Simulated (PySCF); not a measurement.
Delta-SCF ions had no search for a lower state. Excitations are Tamm–Dancoff values on a coarser integration grid. The basis has no diffuse functions, so Rydberg states are missing or too high.

C₃H₉B, SMILES `CB(C)C` (charge 0, multiplicity 1)

Method: TPSSh-D3(BJ)/def2-TZVP // PBE0-D3(BJ)/def2-TZVP (PySCF).

* **HOMO**: -7.76 eV
* **dipole moment**: 0.04 D
* **HOMO–LUMO gap**: 7.19 eV
* **LUMO**: -0.57 eV
* **S1 excitation (TDA)**: 6.49 eV
* **S1 oscillator strength**: 0.001
* **brightest of the four lowest singlets (TDA)**: 7.91 eV
* **T1 excitation (TDA)**: 5.90 eV
* **S1–T1 gap (TDA)**: 0.59 eV
* **vertical ionisation energy (Delta-SCF)**: 10.42 eV
* **total energy**: -144.6817 Ha
* **cost**: very roughly 6 core-minutes

Bond lengths (Å): C1–B2 1.568, C1–H5 1.092, C1–H6 1.101, C1–H7 1.094, B2–C3 1.569, B2–C4 1.568, C3–H8 1.092, C3–H9 1.099, C3–H10 1.095, C4–H11 1.100, C4–H12 1.092, C4–H13 1.094. Angles (°): B2–C1–H5 115.0, B2–C1–H6 106.3, B2–C1–H7 113.2, H5–C1–H6 106.8, H5–C1–H7 109.5, H6–C1–H7 105.3, C1–B2–C3 119.6, C1–B2–C4 120.1, C3–B2–C4 120.3, B2–C3–H8 115.4, B2–C3–H9 107.5, B2–C3–H10 111.9, H8–C3–H9 107.5, H8–C3–H10 109.1, H9–C3–H10 104.9, B2–C4–H11 106.9, B2–C4–H12 115.0, B2–C4–H13 112.7, H11–C4–H12 107.0, H11–C4–H13 105.2, H12–C4–H13 109.4.
